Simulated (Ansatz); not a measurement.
Cost and result for the atomization energy of C4H12GeO3 (`CC[O][GeH]([O]C)[O]C`) (20 atoms, 19 bonds).

Z-matrix (Å, degrees):
```
C
C 1 1.508
H 1 1.092 2 110.7
H 1 1.093 2 110.4 3 -120.1
H 1 1.092 2 110.5 3 119.9
O 2 1.422 1 108.6 3 -60.3
H 2 1.098 1 110.3 3 60.6
H 2 1.096 1 110.5 3 179.1
Ge 6 1.755 2 119.5 1 174.8
O 9 1.770 6 111.4 2 -60.8
O 9 1.757 6 107.2 2 53.0
H 9 1.533 6 107.2 2 177.1
C 10 1.409 9 119.2 6 -68.0
C 11 1.412 9 120.3 6 -164.7
H 13 1.096 10 111.9 9 67.6
H 13 1.092 10 108.0 9 -173.3
H 13 1.098 10 112.3 9 -54.3
H 14 1.092 11 107.6 9 175.1
H 14 1.094 11 111.9 9 55.7
H 14 1.097 11 111.9 9 -66.4
```

Charge 0, multiplicity 1. Correlated methods include outer-core shells of Ge, which these sets cover unevenly. Scalar relativity is left out up to krypton. The geometry is a stationary point of PBE0-D4/def2-TZVP. It is one conformer, not always the lowest. Program: Ansatz. All runs use 6 threads of an AMD EPYC 7R13 on a shared host and a share of an NVIDIA H100 80 GB. Times are those of one run each, without the atoms' runs, and a repeat can differ threefold. Electronic energies, without spin–orbit coupling; frozen cores. CCSD(T)/CBS adds CCSD(T) − MP2 in def2-TZVPP to the MP2 limit, and its time is that of the two runs behind it. T1 = 0.012. With those shells the extrapolation isn't a true limit.

CCSD(T)/CBS is a level of theory with its own doubt, some kJ/mol a heavy atom from the limit and from the frozen cores, so smaller differences don't rank the functionals.

```tsv
level	functions	atomization (kcal/mol)	difference from CCSD(T)/CBS	per bond
CCSD(T)/def2-TZVPP	433	1779.7	-42.0	-2.2
r2SCAN-D4/def2-TZVPP (with forces)	433	1820.9	-0.8	0.0
PBE-QIDH/def2-TZVPP	433	1805.1	-16.6	-0.9
PBE0-D4/def2-TZVPP	433	1814.9	-6.8	-0.4
CCSD(T)/CBS(def2)	–	1821.7	0.0	0.0
MP2/def2-QZVPP	848	1832.7	11.0	0.6
r2SCANh-D4/def2-TZVPP	433	1808.6	-13.1	-0.7
CAM-B3LYP-D4/def2-TZVPP	433	1825.9	4.2	0.2
PBE-D4/def2-TZVPP (with forces)	433	1849.1	27.4	1.4
LDA (SPW92)/def2-TZVPP	433	2088.5	266.8	14.0
B97M-V/def2-TZVPP	433	1819.2	-2.5	-0.1
CCSD(T)/def2-SVP	190	1728.4	-93.3	-4.9
BHLYP-D4/def2-TZVPP	433	1759.2	-62.5	-3.3
```

Problem. Order the runs by time, with rough figures. (Estimate.)

Solution. Computed: BHLYP-D4/def2-TZVPP 2.6 s; LDA (SPW92)/def2-TZVPP 2.9 s; PBE0-D4/def2-TZVPP 3.3 s; B97M-V/def2-TZVPP 3.3 s; r2SCANh-D4/def2-TZVPP 3.4 s; CAM-B3LYP-D4/def2-TZVPP 3.4 s; r2SCAN-D4/def2-TZVPP (with forces) 3.5 s; PBE-D4/def2-TZVPP (with forces) 3.5 s; CCSD(T)/def2-SVP 3.5 s; PBE-QIDH/def2-TZVPP 3.6 s; MP2/def2-QZVPP 9.5 s; CCSD(T)/def2-TZVPP 32 s; CCSD(T)/CBS(def2) 41 s.

Leaving LDA and LC-ωPBE aside and taking each functional with its dispersion term where it has one, the values spread over 90.0 kcal/mol, from BHLYP-D4 to PBE-D4. LDA lies +249.4 kcal/mol from PBE without D4, its usual overbinding. From PBE to PBE0 (25 % exact exchange), in def2-TZVPP and without D4, the atomization energy moves by −32.7 kcal/mol: exact exchange takes away binding that semilocal exchange gives to molecules. The D4 term adds +15.8 kcal/mol with B3LYP and +8.6 kcal/mol with PBE0; it sums over pairs of atoms, weighted by their polarisabilities, and B3LYP, whose exchange is more repulsive, gets the larger term.

B3LYP here is the variant with VWN-RPA as its local correlation; programs differ in this.
